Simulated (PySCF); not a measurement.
Below is a simulated gas-phase N 1s photoelectron spectrum of `n1cc(Cl)nn1C`.

Every computed line was given a Gaussian of 0.5 eV full width at half maximum and an area set by the number of equivalent atoms; the highest printed point is 100. Level of theory: delta-SCF UKS SCAN, pcX-2 on the ionised atom, pcseg-1 elsewhere, spin-free X2C (PySCF 2.14.0).

| binding energy (eV) | intensity |
| --- | --- |
| 405.1 | 0 |
| 405.2 | 1 |
| 405.3 | 5 |
| 405.4 | 13 |
| 405.5 | 30 |
| 405.6 | 55 |
| 405.7 | 82 |
| 405.8 | 100 |
| 405.9 | 99 |
| 406.0 | 79 |
| 406.1 | 52 |
| 406.2 | 27 |
| 406.3 | 12 |
| 406.4 | 4 |
| 406.5 | 1 |
| 406.6 | 0 |
| 406.7 | 0 |
| 406.8 | 0 |
| 406.9 | 0 |
| 407.0 | 0 |
| 407.1 | 0 |
| 407.2 | 0 |
| 407.3 | 0 |
| 407.4 | 0 |
| 407.5 | 1 |
| 407.6 | 3 |
| 407.7 | 8 |
| 407.8 | 18 |
| 407.9 | 32 |
| 408.0 | 46 |
| 408.1 | 53 |
| 408.2 | 48 |
| 408.3 | 36 |
| 408.4 | 21 |
| 408.5 | 10 |
| 408.6 | 4 |
| 408.7 | 1 |
| 408.8 | 0 |

Question: How many maxima does the curve show, and how many computed lines lie under it?

Answer: The curve has 2 maxima (at 405.8 and 408.1 eV). Under it lie 3 lines from 3 inequivalent nitrogen sites. At this width some lines have no maximum of their own.

Question: Decompose the envelope and assign each component. Numbering: `[CH3:1][n:2]1[n:3][cH:4][c:5]([Cl:6])[n:7]1`.

Answer: 
| position (eV) | relative area | line | atoms | environment |
| --- | --- | --- | --- | --- |
| 405.79 | 1 | N 1s | N7 | pyridine-type nitrogen |
| 405.90 | 1 | N 1s | N3 | pyridine-type nitrogen |
| 408.11 | 1 | N 1s | N2 | pyrrole-type nitrogen |

The listed N 1s values span 2.32 eV, from N7 (bonded to N (aromatic in the SMILES) and C (aromatic in the SMILES)) to N2 (bonded to 2 N (aromatic in the SMILES) and C). Summing the Pauling electronegativity differences to the bonded atoms, each weighted by its formal bond order, gives -0.74 for the lowest site and -0.49 for the highest; no listed site has a larger sum than the highest.

The curve has no shake-up lines and no vibrational structure. Isolated species at its GFN2-xTB geometry, gas phase. GFN2-xTB frequencies show an imaginary mode (35i cm⁻¹), so this geometry is no minimum at that level.
